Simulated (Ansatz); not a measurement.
CH₅BrOSi₂, SMILES `[SiH3][Si@H]1O[C@@H]1Br` at its PBE0-D4/def2-TZVP geometry, where that method's forces vanish. The species carries charge 0 and has multiplicity 1.

```xyz
10

Si    0.7309    0.0145   -1.7674
Si   -0.2432    0.6244    0.2607
O    -1.5635   -0.3159    0.7461
C    -0.4787   -0.5473    1.6287
Br   -0.7631    0.0757    3.4380
H    -0.1183    0.4754   -2.8967
H     2.0704    0.6505   -1.8698
H     0.8634   -1.4634   -1.7993
H    -0.3522    2.0656    0.5843
H    -0.1456   -1.5794    1.6754
```

Problem. What forces (eV/Å) does ωB97M-V/def2-TZVPP give on these atoms in Ansatz 0.2.0? (An estimate is asked.)

Solution. Ansatz gave: 
```
Si1  0.053 -0.030 -0.107
Si2 -0.028  0.122  0.000
O3  -0.205  0.050 -0.149
C4   0.318 -0.149  0.123
Br5 -0.031  0.022  0.006
H6   0.099 -0.053  0.150
H7  -0.161 -0.075  0.017
H8  -0.019  0.177  0.012
H9   0.024 -0.163 -0.033
H10 -0.050  0.101 -0.019
```
